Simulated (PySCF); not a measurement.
SMILES [SiH2]([SiH2]B(O)O)C#C, GFN2-xTB optimised geometry. Atoms within 1.6 Å of the plane z = 0.0 Å (x, y, z in Å): Si4 (-0.68, -1.34, -0.07), B5 (0.25, 0.38, 0.00), O6 (1.60, 0.38, 0.00), O7 (-0.48, 1.53, 0.00), H11 (-0.04, -2.37, 0.78), H12 (-2.06, -1.28, 0.46), H13 (2.06, 1.23, 0.01), H14 (-0.02, 2.37, 0.00).

Level of theory: PBE0/def2-TZVP run with PySCF. Cells within 0.4 Å of a nucleus heavier than hydrogen are left out (blank, or x).

Map of the deformation density (molecule minus spherical neutral atoms) (e/bohr³) on the plane z = 0.0 Å:

```
|22222222222222222222222222222|
|22222222222222222222222222222|
|22222222222222222222222222222|
|22222222222211111222222222222|
|22222222222111111122222222222|
|22222222221110001112222222222|
|22222222221111101111112222222|
|22222222222126921111111122222|
|22222222222325621111111112222|
|222222222237xx221111000112222|
|222222222224xx631113510112222|
|22222222211127831225941112222|
|22222222111113xx475x331112222|
|22222221111112xx68xxx21112222|
|222222111112357x232x732222222|
|22222211111246741112322222222|
|22222112221135531111222222222|
|222221123421x2321111222222222|
|22222123553xxx111111222222222|
|22222122342xx1111111222222222|
|22222112221012221111222222222|
|22222211111123322112222222222|
|22222211111122222112222222222|
|22222221111112221122222222222|
|22222222111111111222222222222|
|22222222211111122222222222222|
|22222222222222222222222222222|
|22222222222222222222222222222|
|22222222222222222222222222222|
```
Scale: ten equal steps from -0.025 (start of '0') to 0.096 (end of '9'), in the order '0123456789'; x runs from -4.50 to 4.50, y from -4.50 (bottom) to 4.50 (top).
